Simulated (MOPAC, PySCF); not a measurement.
CH₄Ge, SMILES `[CH2]=[GeH2]`, neutral singlet in the gas phase. 

Cartesian coordinates (Å):
```xyz
6

C     -0.9588    -0.1126     0.0291
Ge     0.7899     0.0928    -0.0239
H     -1.6309     0.7064    -0.1793
H     -1.4093    -1.0634     0.2716
H      1.7587    -1.0432     0.2650
H      1.4504     1.4200    -0.3626
```
Charge 0, multiplicity 1.

All levels are single points at this geometry (CAM-B3LYP-D3(BJ)/def2-TZVP); Pople sets use spherical d functions. Orbital energies aren't observables, and empty levels follow the basis.

BP86/6-31G* in PySCF gives gap (eV) = 3.64.

Estimate the gap (eV) from each of these levels: CAM-B3LYP-D3(BJ)/def2-TZVP in PySCF; M06-2X/6-31G* in PySCF; SVWN5/6-31G* in PySCF; HF/6-31G* in PySCF; PM7 in MOPAC.


```
level                                gap (eV)
-----------------------------------  --------
CAM-B3LYP-D3(BJ)/def2-TZVP in PySCF      7.53
M06-2X/6-31G* in PySCF                   7.25
SVWN5/6-31G* in PySCF                    3.62
HF/6-31G* in PySCF                      10.56
PM7 in MOPAC                             7.33
```
